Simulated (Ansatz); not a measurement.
`O1[SiH2][AsH]1`, 6 atoms. Total charge 0; spin multiplicity 1. Correlated methods include outer-core shells of As, which these sets cover unevenly. Scalar relativity is left out up to krypton. All runs use 2 threads of an Arm Neoverse V1 on a shared host. Correlated methods freeze the cores. Open-shell runs search over several starts.

**Question.** How many basis functions does each run have, and how long does it take in Ansatz? RHF-CCSD(T)/def2-SVP energy; RHF-MP2/def2-QZVPP energy; UKS PBE0-D4/def2-TZVPP energy of the cation; UHF-CCSD(T)/def2-TZVPP energy of the cation; RKS PBE0-D4/def2-QZVPP energy; UKS PBE-D4/def2-TZVPP energy of the cation; RKS PBE0-D4/def2-SVP energy; RKS B97M-V/def2-TZVPP energy; UKS ωB97M-V/def2-TZVPP energy of the cation; UKS B3LYP-D4/def2-TZVPP energy of the cation; RKS LC-ωPBE/def2-TZVPP energy; RKS PBE0-D4/def2-TZVP relaxation (7 steps). (Best estimate.)

**Answer.** Computed: Other jobs shared the machine, so times are rough.

| level | job | functions | wall time | peak host memory (GiB) |
| --- | --- | --- | --- | --- |
| RKS PBE0-D4/def2-SVP | energy | 79 | 1.2 s | 0.34 |
| RKS LC-ωPBE/def2-TZVPP | energy | 163 | 2.1 s | 0.34 |
| RHF-CCSD(T)/def2-SVP | energy | 79 | 2.3 s | 0.34 |
| UKS PBE-D4/def2-TZVPP | energy of the cation | 163 | 6 s | 0.34 |
| RKS PBE0-D4/def2-QZVPP | energy | 306 | 7 s | 0.82 |
| UKS PBE0-D4/def2-TZVPP | energy of the cation | 163 | 7.5 s | 0.49 |
| UKS B3LYP-D4/def2-TZVPP | energy of the cation | 163 | 7.5 s | 0.48 |
| RKS B97M-V/def2-TZVPP | energy | 163 | 8.5 s | 0.24 |
| RHF-MP2/def2-QZVPP | energy | 306 | 14 s | 1.1 |
| RKS PBE0-D4/def2-TZVP | relaxation (7 steps) | 134 | 22 s | 0.3 |
| UKS ωB97M-V/def2-TZVPP | energy of the cation | 163 | 24 s | 0.68 |
| UHF-CCSD(T)/def2-TZVPP | energy of the cation | 163 | 3 min | 3 |

B3LYP here is the variant with VWN-RPA as its local correlation; programs differ in this. LC-ωPBE has ω = 0.4 bohr⁻¹.
